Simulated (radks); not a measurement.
Initial-state core-level shifts of the ruthenium ion Ru+ when its valence configuration changes from [Kr] 4d7. Method: scalar-relativistic Kohn-Sham, PBE, spin-polarised, spherical densities, point nucleus; open shells are filled with parallel spins first (spin-orbit coupling, left out, can overturn this in heavy ions); computed with a radial shooting solver on a logarithmic mesh with Libxc functionals. Shifts are changes of the shell-averaged eigenvalues in eV (positive: less bound).

| valence | 1s | 2s | 2p | 3s |
|---|---|---|---|---|
| 4d6 5s1 | -3.696 | -3.953 | -3.936 | -3.883 |
| 4d6 5p1 | -5.019 | -5.239 | -5.222 | -5.191 |
| 4d5.5 5s1 5p0.5 | -6.357 | -6.748 | -6.721 | -6.637 |
| 4d6.5 5s0.5 | -1.795 | -1.916 | -1.908 | -1.886 |
| 4d6.5 5p0.5 | -2.467 | -2.567 | -2.559 | -2.549 |
| 4d5 5p2 | -10.338 | -10.857 | -10.816 | -10.708 |
| 4d4.5 5s1 5p1.5 | -12.104 | -12.815 | -12.765 | -12.563 |
| 4d5 5s2 | -8.005 | -8.538 | -8.504 | -8.364 |
| 4d6 5s0.5 5p0.5 | -4.364 | -4.603 | -4.586 | -4.544 |
